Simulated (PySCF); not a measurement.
HfO (SMILES [O]=[Hf]), singlet, geometry from GFN2-xTB (such geometries of metal compounds can be far from the true shape) (core potentials on Hf); M062X/def2-SVP in PySCF.

Here is a job for PySCF.
```python
from pyscf import gto, scf, dft

mol = gto.M(
    atom='''
Hf   -0.000000   -0.000000   -0.173062
O     0.000000    0.000000    1.557555
''',
    basis='def2-svp',
    ecp={'Hf': 'def2-svp'},
    charge=0,
    spin=0,
    verbose=4,
)

mf = dft.RKS(mol)
mf.xc = 'm062x'
mf.kernel()
```

Q: What does PySCF print? Leave out banner, timings and long lists.

A: 
```
PySCF version 2.14.0

[INPUT] verbose = 4
[INPUT] num. atoms = 2
[INPUT] num. electrons = 20
[INPUT] charge = 0
[INPUT] spin (= nelec alpha-beta = 2S) = 0
[INPUT] symmetry False subgroup None
[INPUT] Mole.unit = angstrom
[INPUT] Symbol           X                Y                Z      unit          X                Y                Z       unit  Magmom
[INPUT]  1 Hf     0.000000000000   0.000000000000  -0.173062000000 AA    0.000000000000   0.000000000000  -0.327039782569 Bohr   0.0
[INPUT]  2 O      0.000000000000   0.000000000000   1.557555000000 AA    0.000000000000   0.000000000000   2.943352373947 Bohr   0.0

nuclear repulsion = 29.3542778375111
number of shells = 18
number of NR pGTOs = 81
number of NR cGTOs = 46
basis = def2-svp
ecp = {'Hf': 'def2-svp'}

******** <class 'pyscf.dft.rks.RKS'> ********
method = RKS
initial guess = minao
damping factor = 0
level_shift factor = 0
DIIS = <class 'pyscf.scf.diis.CDIIS'>
diis_start_cycle = 1
diis_space = 8
diis_damp = 0
SCF conv_tol = 1e-09
SCF conv_tol_grad = None
SCF max_cycles = 50
direct_scf = True
direct_scf_tol = 1e-13
XC library pyscf.dft.libxc version 7.1.2
    S. Lehtola, C. Steigemann, M. J. T. Oliveira, and M. A. L. Marques,  SoftwareX 7, 1–5 (2018)
XC functionals = m062x
    Y. Zhao and D. G. Truhlar,  Theor. Chem. Acc. 120, 215 (2008)
    Y. Zhao and D. G. Truhlar,  Theor. Chem. Acc. 120, 215 (2008)
radial grids:
    Treutler-Ahlrichs [JCP 102, 346 (1995); DOI:10.1063/1.469408] (M4) radial grids

becke partition: Becke, JCP 88, 2547 (1988); DOI:10.1063/1.454033
pruning grids: <function nwchem_prune>
grids dens level: 3
symmetrized grids: False
atomic radii adjust function: <function treutler_atomic_radii_adjust>
small_rho_cutoff = 0
Set gradient conv threshold to 3.16228e-05
Initial guess from minao.
tot grids = 37880
init E= -110.272995030044
  HOMO = -0.386976763089098  LUMO = -0.311924875213397  gap/eV = 2.04227
cycle= 1 E= -122.806616431552  delta_E= -12.5  |g|= 0.999  |ddm|= 6.76
  HOMO = -0.146866820158673  LUMO = -0.0344461443218814  gap/eV = 3.05912
cycle= 2 E= -120.980662902332  delta_E= 1.83  |g|= 3.02  |ddm|=  2.6
  HOMO = -0.204844205645134  LUMO = -0.0122243629048555  gap/eV = 5.24145
cycle= 3 E= -123.024263894557  delta_E= -2.04  |g|= 0.151  |ddm|= 1.91
  HOMO = -0.238784365780415  LUMO = -0.0524846510617274  gap/eV = 5.06947
cycle= 4 E= -123.029870170893  delta_E= -0.00561  |g|= 0.0681  |ddm|= 0.358
  HOMO = -0.231215100954859  LUMO = -0.0394843654114972  gap/eV = 5.21726
cycle= 5 E= -123.031076722878  delta_E= -0.00121  |g|= 0.0123  |ddm|= 0.138
  HOMO = -0.231974263503531  LUMO = -0.0415375447842446  gap/eV = 5.18205
cycle= 6 E= -123.031127259129  delta_E= -5.05e-05  |g|= 0.00331  |ddm|= 0.0209
  HOMO = -0.232550718158699  LUMO = -0.0425105414860207  gap/eV = 5.17126
cycle= 7 E= -123.031132821542  delta_E= -5.56e-06  |g|= 0.00064  |ddm|= 0.00762
  HOMO = -0.232548171147851  LUMO = -0.0425752837472566  gap/eV = 5.16943
cycle= 8 E= -123.031133370601  delta_E= -5.49e-07  |g|= 0.000116  |ddm|= 0.00265
  HOMO = -0.232537229369949  LUMO = -0.0425615532751185  gap/eV = 5.16950
cycle= 9 E= -123.03113338876  delta_E= -1.82e-08  |g|= 2.14e-05  |ddm|= 0.00058
  HOMO = -0.232537178770471  LUMO = -0.0425619154876756  gap/eV = 5.16949
cycle= 10 E= -123.031133388926  delta_E= -1.66e-10  |g|= 3.85e-06  |ddm|= 4.91e-05
  HOMO = -0.232536383368924  LUMO = -0.0425600748079903  gap/eV = 5.16952
Extra cycle  E= -123.031133388931  delta_E= -4.58e-12  |g|= 2.29e-06  |ddm|= 9.78e-06
converged SCF energy = -123.031133388931
```
